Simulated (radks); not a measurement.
Q: Spherical quantum dot in the effective-mass picture: electrons in a parabolic well V = omega^2 r^2 / 2 with omega = 0.197, with a point charge +1 (a donor) at the centre, all in effective atomic units (hartree* = m*/eps^2 hartree, bohr* = eps/m* bohr), one dielectric constant everywhere. Calculated with a radial shooting solver with Libxc functionals: non-relativistic Kohn-Sham, LDA (Slater exchange, Perdew-Wang correlation), spin-polarised, spherical densities. Levels are named by radial order and angular momentum (1s, 1p, 1d, 2s, ...), and open shells are averaged over m. At N = 27 the configuration is 1s2 1p6 1d10 2s2 1f(up 7, down 0). Does electron 28 go into 2p down or 2p up or 1f down?

A: Into 1f down. The total energies of the other choices lie higher by 0.0175 hartree* (2p up), 0.0282 hartree* (2p down).
